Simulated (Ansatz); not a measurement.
This Ansatz (a first-principles code) input (CCSD(T)/pcseg-3) gives -459.68706 Eh with 64 basis functions. A basis named .json is the Basis Set Exchange file of that set (core-valence sets with the plain set on hydrogen).

Ansatz 0.2 input:
```yaml
crystal:
  periodic: [false, false, false]
  atoms:
    - {symbol: Cl, position_ang: [0.00000000, 0.00000000, 0.00000000]}
basis:
  gaussian:
    orbitals: pcseg-3.json
magnetization: {spin_polarized: true, initial_magnetization: 1}
correlation: {method: ccsd_t, electrons: outside_noble_gas}
scf: {lower_state_search: full}
```

Change:
```diff
- orbitals: pcseg-3.json
+ orbitals: def2-TZVPD
```

**Question.** What does the run give now?

**Answer.** -459.66363 Eh (CCSD(T)/def2-TZVPD, 46 functions), a change of +23.43 mEh.
